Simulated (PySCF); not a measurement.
# Radial density of Co²⁺ (cobalt, charge +2)

UHF, [Ar] 3d7, high-spin 4F determinant. Computed with PySCF 2.14 in def2-TZVP (6s4p4d1f, 45 functions), with no relativity, point nucleus.

| r (bohr) | 4πr²ρ (e/bohr) | 4πr²(ρα − ρβ) |
| --- | --- | --- |
| 0.000793 | 0.1011 | 0.0000 |
| 0.00133 | 0.2787 | 0.0000 |
| 0.00224 | 0.7488 | 0.0000 |
| 0.00378 | 1.953 | 0.0000 |
| 0.00635 | 4.805 | 0.0000 |
| 0.0107 | 10.78 | 0.0001 |
| 0.0180 | 20.63 | 0.0002 |
| 0.0302 | 30.54 | 0.0007 |
| 0.0508 | 31.02 | 0.0030 |
| 0.0855 | 25.37 | 0.0166 |
| 0.144 | 33.64 | 0.1089 |
| 0.242 | 30.74 | 0.5932 |
| 0.407 | 14.41 | 2.0275 |
| 0.684 | 18.66 | 3.0789 |
| 1.15 | 8.418 | 1.7487 |
| 1.94 | 1.106 | 0.3245 |
| 3.26 | 0.05502 | 0.0139 |
| 5.48 | 1.265e-05 | 0.0000 |
